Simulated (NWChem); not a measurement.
Ionisation of H3AlO3

```
Al
O 1 1.6955
H 2 0.9581 1 123.56
O 1 1.6955 2 120.00 3 180.00
H 4 0.9581 1 123.55 2 0.00
O 1 1.6956 2 120.01 3 0.00
H 6 0.9581 1 123.54 2 180.00
```
Charge 0, spin multiplicity 1.

All runs are NWChem calculations. The geometry was optimised at PBE0/def2-SVP, a minimum by its harmonic frequencies. It is one conformer; others weren't searched.

Basis set: def2-TZVP. −ε marks an orbital energy of the parent.

B3LYP has NWChem's definition, with VWN1-RPA local correlation. The structure started from a generated list of species.

Q: One of these methods gave a first vertical ionisation energy of 13.40 eV. Which?
A. −ε(HOMO) of PBE
B. −ε(HOMO) of PBE0
C. −ε(HOMO) of B3LYP
D. −ε(HOMO) of HF

A: D, −ε(HOMO) of HF. The others give 7.27 (−ε(HOMO) of PBE), 9.00 (−ε(HOMO) of PBE0), 8.72 (−ε(HOMO) of B3LYP).
